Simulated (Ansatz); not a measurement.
FGa, triplet, at a GFN2-xTB geometry (such geometries of metal compounds can be far from the true shape) (the spin is typed, not shown lowest); Ansatz (an electronic-structure program) with B3LYP/6-31G*.

Here is a job for Ansatz.
Ansatz 0.2 input:
```yaml
crystal:
  periodic: [false, false, false]
  atoms:
    - {symbol: Ga, position_ang: [-0.00000000, -0.00000000, -0.43599882]}
    - {symbol: F, position_ang: [0.00000000, 0.00000000, 1.50177370]}
basis:
  gaussian:
    orbitals: 6-31G*
hamiltonian:
  xc: b3lyp
magnetization: {spin_polarized: true, initial_magnetization: 2}
accuracy: high
```

The log (banner, timings and long lists left out):

```
Functional definition: B3LYP
801 factors; integrals over basis functions are off by at most 3.7e-9 eV
mean field evaluation 1: about -55083.3689 eV, gradient 2.6e1 eV
mean field evaluation 2: about -55040.8950 eV, gradient 1.0e2 eV
mean field evaluation 4: about -55085.7252 eV, gradient 6.7e0 eV
mean field evaluation 8: about -55085.8630 eV, gradient 3.5e-2 eV
mean field evaluation 16: about -55085.8630 eV, gradient 1.2e-5 eV
mean field evaluation 32: about -55085.8630 eV, gradient 4.7e-8 eV
mean field -55085.86301294 eV, -2024.3681271866 hartree, gradient 4.7e-8 eV, S^2 2.005086; 1 other end points of the search recorded, 0 dependent functions left out
reference -55085.86303982 eV, -2024.3681281745 hartree; 21, 19 occupied and 29, 31 virtual orbitals, 801 factors
Total energy: -55085.86303982 eV, -2024.3681281745 hartree
```
